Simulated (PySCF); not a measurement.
Can point charges reproduce the dipole moment of `N#C[C@]12C=C[C@@]1(C(F)(F)F)C=C2`?

Coordinates (GFN2-xTB, Å) and charges (e) from the PBE0/pcSseg-1 density (PySCF):

| atom | x | y | z | Mulliken | IAO | Hirshfeld | ESP-fitted |
| --- | --- | --- | --- | --- | --- | --- | --- |
| N1 | 2.078 | 0.452 | 2.370 | -0.2304 | -0.2247 | -0.2116 | -0.4028 |
| C2 | 1.557 | 0.429 | 1.352 | +0.2440 | +0.1320 | +0.0696 | +0.2226 |
| C3 | 0.926 | 0.408 | 0.077 | -0.3871 | -0.0086 | +0.0274 | +0.3303 |
| C4 | 0.345 | 1.696 | -0.491 | +0.0824 | -0.1292 | -0.0266 | -0.2813 |
| C5 | -0.864 | 1.185 | -0.695 | +0.0735 | -0.1396 | -0.0371 | -0.1704 |
| C6 | -0.507 | -0.194 | -0.177 | -0.4988 | -0.0123 | -0.0101 | +0.0113 |
| C7 | -1.353 | -0.810 | 0.903 | +0.9731 | +0.8054 | +0.2574 | +0.4665 |
| F8 | -2.528 | -1.246 | 0.417 | -0.2716 | -0.2831 | -0.0984 | -0.1671 |
| F9 | -0.761 | -1.865 | 1.477 | -0.2595 | -0.2751 | -0.0893 | -0.1694 |
| F10 | -1.642 | 0.057 | 1.882 | -0.2595 | -0.2751 | -0.0891 | -0.1690 |
| C11 | 0.183 | -1.101 | -1.178 | +0.0735 | -0.1395 | -0.0370 | -0.1571 |
| C12 | 1.392 | -0.590 | -0.974 | +0.0825 | -0.1292 | -0.0266 | -0.2914 |
| H13 | 0.819 | 2.641 | -0.665 | +0.0944 | +0.1699 | +0.0692 | +0.2032 |
| H14 | -1.787 | 1.543 | -1.107 | +0.0945 | +0.1695 | +0.0665 | +0.1864 |
| H15 | -0.234 | -1.849 | -1.823 | +0.0945 | +0.1696 | +0.0665 | +0.1826 |
| H16 | 2.371 | -0.747 | -1.380 | +0.0944 | +0.1699 | +0.0691 | +0.2057 |

Q: What dipole does each set of charges give (1 e·Å = 4.803 D), and what does the density give?

A: The full density gives (-0.49, 0.87, -5.19) D, 5.29 D in size; dipole vectors point from the negative to the positive end.

| scheme | μx | μy | μz | size (D) | share of the full size (%) | angle to the full dipole (°) |
| --- | --- | --- | --- | --- | --- | --- |
| Mulliken | -0.03 | 0.99 | -4.77 | 4.87 | 92 | 5 |
| IAO | 0.45 | 1.28 | -5.10 | 5.28 | 100 | 11 |
| Hirshfeld | -0.58 | 0.49 | -3.55 | 3.63 | 69 | 4 |
| ESP-fitted | -0.47 | 0.87 | -5.19 | 5.28 | 100 | 0 |

Q: Which set comes closest?

A: Length of the difference vector: ESP-fitted 0.02 D, Mulliken 0.64 D, IAO 1.04 D, Hirshfeld 1.68 D. Closest: ESP-fitted. ESP charges are fitted to the potential around the molecule, whose slowest-falling term is the dipole's. 

Q: What is left for the Hirshfeld atoms' own dipoles?

A: The shares of the density sum to the whole, so what Σ q r misses lies in dipoles about the nuclei. The atomic dipoles sum to (-0.49, 0.87, -5.19) − (-0.58, 0.49, -3.55) = (0.09, 0.38, -1.64) D, 1.68 D in size.

Q: With the origin at the mean of the coordinates, (0.000, 0.001, -0.001) Å, which are the largest single terms, by size, of the Mulliken dipole along the direction of the full one?

A: C7 -4.18, N1 +2.71, F9 +2.10, F10 +2.10, C2 -1.64 D; all 16 atoms together +4.85 D. The single terms depend on the origin, their sum doesn't.

Q: Give the size of the full dipole in other units.

A: 5.29 D = 2.080 au = 1.100 e·Å = 17.63 × 10⁻³⁰ C·m.

Geometry: GFN2-xTB; no solvent, vibrations or thermal averaging.

The values belong to the conformer `[N:1]#[C:2][C@:3]12[CH:4]=[CH:5][C@@:6]1([C:7]([F:8])([F:9])[F:10])[CH:11]=[CH:12]2`: C5–C6–C7–F8 75°.
